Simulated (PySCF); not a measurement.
## ORD: `[C@@H]1(F)C[C@@H](CF)O1`, C₄H₆F₂O

Geometry (Å), atoms numbered from 1 in this order:
```xyz
13

F     2.5369    0.4458    0.1889
C     1.6334   -0.4210   -0.3676
C     0.3188    0.3046   -0.6206
C    -0.5756    0.5724    0.6008
C    -1.5687   -0.3327   -0.1263
F    -2.6808    0.3328   -0.5616
O    -0.6726   -0.5765   -1.1743
H     2.0561   -0.7833   -1.3096
H     1.5039   -1.2533    0.3315
H     0.4916    1.1728   -1.2653
H    -0.9157    1.5970    0.7151
H    -0.2003    0.1862    1.5435
H    -1.9315   -1.2445    0.3635
```

The calculation used TDDFT CAM-B3LYP/def2-SVPD circular dichroism and optical rotation, one conformer, gas phase in PySCF 2.14.0. Geometry: GFN2-xTB.

The molecule is flexible and this is one conformer; a measurement averages over conformers. States above about 10.1 eV (minus the energy of the highest occupied orbital) lie near or above the ionisation threshold and depend on the basis. Singlets 15 and 16 lie within 0.01 eV of each other, so their separate moments and overlaps can depend on how they mix.

Stereocentres: C3 S, C5 R.

(1) Give the optical rotatory dispersion at 633, 589.3, 546, 436, 405, 365, 355 nm.

(2) And for the mirror image at 589.3 nm?

(3) What is the molar rotation [Φ] = [α]·M/100 of the geometry above at 589.3 nm?

Answers

(1) [α] in deg dm⁻¹ (g/mL)⁻¹:
```tsv
λ (nm)	origin-invariant length gauge	modified velocity gauge	length gauge (centre of mass)	isotropic polarisability (au)
633	-63.5	-72.9	-64.2	52.3
589.3	-74.6	-85.7	-75.4	52.4
546	-88.9	-102.0	-89.8	52.5
436	-153.1	-175.3	-154.6	53.2
405	-185.1	-211.7	-186.8	53.5
365	-244.9	-279.7	-247.1	54.0
355	-264.7	-302.2	-267.1	54.1
```

(2) +74.6 deg dm⁻¹ (g/mL)⁻¹ (origin-invariant length gauge): the same size and the opposite sign.

(3) With M = 108.09 g/mol, -80.7 deg cm² dmol⁻¹ (origin-invariant length gauge).

The first excitation lies at 8.07 eV (154 nm) with R = -30.8 × 10⁻⁴⁰ esu² cm² (velocity form).
